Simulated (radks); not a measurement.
Spherical jellium clusters: N electrons in a uniform positive sphere of charge N and radius rs N^(1/3), rs = 2.05 bohr. Method: non-relativistic Kohn-Sham, PBEsol, spin-polarised, spherical densities; computed with a radial shooting solver with Libxc functionals. Levels are named by radial order and angular momentum (1s, 1p, 1d, 2s, ...), and open shells are averaged over m.

N = 28, configuration 1s2 1p6 1d10 2s2 1f(up 7, down 1). This is the lowest configuration that the search found. Occupied and some empty levels:

| level | occupation | eigenvalue (eV) | <r> (bohr) |
|---|---|---|---|
| 1s up | 1 | -12.883 | 3.619 |
| 1s down | 1 | -12.608 | 3.465 |
| 1p up | 3 | -10.199 | 4.476 |
| 1p down | 3 | -9.6861 | 4.365 |
| 1d up | 5 | -7.0950 | 5.119 |
| 1d down | 5 | -6.4275 | 5.056 |
| 2s up | 1 | -6.2720 | 4.533 |
| 2s down | 1 | -5.8122 | 4.576 |
| 1f up | 7 | -3.6957 | 5.751 |
| 1f down | 1 | -2.9509 | 5.753 |
| 2p up | 0 | -2.8285 | 5.880 |
| 2p down | 0 | -2.3761 | 5.970 |
| 1g up | 0 | -0.23518 | 6.768 |

Energy (eV): total -4.45245, kinetic 165.33, external -3968.6, Hartree 1921.0, exchange-correlation -178.38, background 2056.3.

Electron density:

| r (bohr) | n(r) (e/bohr^3) |
|---|---|
| 0.735 | 0.03216 |
| 1.52 | 0.02736 |
| 2.31 | 0.02457 |
| 3.10 | 0.02594 |
| 3.89 | 0.02845 |
| 4.68 | 0.02678 |
| 5.47 | 0.01927 |
| 6.26 | 0.01016 |
| 7.05 | 0.004211 |
| 7.84 | 0.001542 |
| 8.62 | 0.0005343 |
| 9.41 | 0.0001832 |
| 10.2 | 0.00006362 |
